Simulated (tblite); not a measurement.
C4H11ClO2Si.
Atom-mapped SMILES: `[CH3:1][CH2:2][O:3][C@H:4]([CH2:5][Cl:6])[O:7][SiH3:8]` (hydrogens: H9, H10, H11 on C1; H12, H13 on C2; H14 on C4; H15, H16 on C5; H17, H18, H19 on Si8)

Computed geometry: GFN2-xTB, gas phase.

(1) List the bond lengths, angles and torsions at this level.

Answers

(1) 
| bond | length (Å) |
| --- | --- |
| C1–C2 | 1.518 |
| C2–O3 | 1.421 |
| O3–C4 | 1.386 |
| C4–C5 | 1.528 |
| C5–Cl6 | 1.763 |
| C4–O7 | 1.384 |
| O7–Si8 | 1.634 |
| C1–H9, C1–H10, C1–H11 | 1.086 |
| C2–H12 | 1.098 |
| C2–H13 | 1.100 |
| C4–H14 | 1.106 |
| C5–H15 | 1.089 |
| C5–H16 | 1.089 |
| Si8–H17 | 1.453 |
| Si8–H18, Si8–H19 | 1.463 |

Bonds in one row agree within 0.01 Å and their mean is given. A selection of angles:
| angle | degrees |
| --- | --- |
| C2–C1–H9 | 109.7 |
| H9–C1–H10 | 108.5 |
| C1–C2–O3 | 108.2 |
| C1–C2–H12 | 110.8 |
| C1–C2–H13 | 110.7 |
| O3–C2–H12 | 109.8 |
| O3–C2–H13 | 109.0 |
| H12–C2–H13 | 108.4 |
| C2–O3–C4 | 114.6 |
| O3–C4–C5 | 107.7 |
| O3–C4–O7 | 112.4 |
| O3–C4–H14 | 110.9 |
| C5–C4–O7 | 109.4 |
| C5–C4–H14 | 109.8 |
| O7–C4–H14 | 106.7 |
| C4–C5–Cl6 | 110.3 |
| C4–C5–H15 | 109.2 |
| C4–C5–H16 | 109.9 |
| Cl6–C5–H15 | 108.1 |
| Cl6–C5–H16 | 108.5 |
| H15–C5–H16 | 110.9 |
| C4–O7–Si8 | 126.1 |
| O7–Si8–H17 | 97.3 |
| O7–Si8–H18 | 111.5 |
| H17–Si8–H18 | 114.1 |
| H18–Si8–H19 | 108.5 |

Dihedral angles: C1–C2–O3–C4 -176° (antiperiplanar); C2–O3–C4–C5 -162° (antiperiplanar); O3–C4–C5–Cl6 72° (synclinal); O3–C4–O7–Si8 37° (synclinal).

The 3 C–O bonds span 1.384 Å (C4–O7, drawn single) to 1.421 Å (C2–O3, drawn single), a spread of 0.037 Å. Si8 (oxygen-bound silicon) is distorted tetrahedral (angles from 97.3° to 114.1°). Of the pairs four or more bonds apart, C2···Si8 is among the closest relative to their van der Waals radii: 3.62 Å, 95 % of the sum of Bondi's values. O7 (silyl ether oxygen) is bent (angle 126.1°).

Point group: C1 (no symmetry element, even within 0.4 Å). Its lowest GFN2-xTB frequency is 14 cm⁻¹, too small to tell a flat minimum from a shallow saddle. The numbers are those of one conformer.

On one thread, Arm Neoverse V2 (aarch64), on a shared host, this took 2.0 s wall. These figures are those of the optimisation.
